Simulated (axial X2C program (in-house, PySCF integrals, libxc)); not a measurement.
## Levels of NaCu⁺ by electron attachment to NaCu²⁺ (EOM-EA-CCSD)

Computed with an axial X2C code built on PySCF integrals: two-component X2C with atomic mean-field Coulomb and Gaunt terms, Gaussian nuclei, basis Cu dyall-acv3z, Na dyall-acv3z with contracted cores.

R = 3.284 Å (1.090 times 3.013 Å, the PBE0 minimum at charge 1 for the lowest determinant).

Levels of NaCu⁺ obtained by attaching an electron to NaCu²⁺:

```json
{"Ω": "1/2", "binding energy (eV)": "12.035", "above lowest (cm⁻¹)": "0", "attached spinor": "61% Cu sσ, 14% Na pσ, 14% Na sσ", "one-particle weight": "0.98"}
{"Ω": "1/2", "binding energy (eV)": "8.824", "above lowest (cm⁻¹)": "25896", "attached spinor": "41% Cu pσ, 36% Na sσ, 14% Cu sσ", "one-particle weight": "0.98"}
{"Ω": "1/2", "binding energy (eV)": "7.892", "above lowest (cm⁻¹)": "33413", "attached spinor": "64% Cu pπ, 23% Na pπ, 10% Na dπ", "one-particle weight": "0.98"}
{"Ω": "3/2", "binding energy (eV)": "7.872", "above lowest (cm⁻¹)": "33571", "attached spinor": "63% Cu pπ, 24% Na pπ, 10% Na dπ", "one-particle weight": "0.98"}
```

Problem. Take the first Ω = 1/2 and Ω = 3/2 rows of π character: how far apart are they, and which lies lower?

Solution. E(3/2) − E(1/2) = 33571 − 33413 = 158 cm⁻¹ at EOM-EA-CCSD: regular, Ω = 1/2 lower. Splittings at this level can be off by ten to twenty per cent.

This point took 25 s on 1 thread of Arm Neoverse V1, with other jobs on the host.

Reference electrons by ω block (each with its −ω partner): 1/2: 13, 3/2: 5, 5/2: 1. 18 electrons of NaCu²⁺ correlated (inner shells frozen), 84 natural virtual spinors (a truncated set); levels can be off by some tenths of an eV. Roots sought by Ω: (1/2: 5, 3/2: 4, 5/2: 2, 7/2: 1); rows need 60 % one-particle weight and stop where some Ω has no more roots. Missing are any skipped roots, higher Ω and states of a further excitation; these come out far too high here and may in truth be low or lowest. T1 of the reference 0.015 (Lee–Taylor). The reference was not checked to be the lowest state of its species. Number of frozen shells: Cu 3 s, 2 p; Na 1 s.
